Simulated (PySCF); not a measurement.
H₇Si₃, SMILES [SiH3][SiH2][SiH2], multiplicity 2. Coordinates come from a PBE-D3(BJ)/def2-SVP optimisation. The isomer is the one that the SMILES or the coordinates give; other isomers of the formula were not compared.

Computed equilibrium geometry at PBE-D3(BJ)/def2-SVP (PySCF confirms it by a frequency run) as bond lengths and angles:
Atoms: Si1 Si2 Si3 H4 H5 H6 H7 H8 H9 H10. Bond lengths (Å): Si1–Si2 2.338, Si1–H4 1.508, Si1–H5 1.507, Si2–Si3 2.354, Si2–H6 1.512, Si2–H7 1.507, Si3–H8 1.506, Si3–H9 1.506, Si3–H10 1.505. Angles (°): Si2–Si1–H4 115.6, Si2–Si1–H5 113.6, H4–Si1–H5 110.1, Si1–Si2–Si3 108.6, Si1–Si2–H6 112.2, Si1–Si2–H7 108.7, Si3–Si2–H6 109.6, Si3–Si2–H7 109.9, H6–Si2–H7 107.9, Si2–Si3–H8 111.1, Si2–Si3–H9 109.6, Si2–Si3–H10 109.7, H8–Si3–H9 108.8, H8–Si3–H10 109.0, H9–Si3–H10 108.7.
Charge 0, spin multiplicity 2.
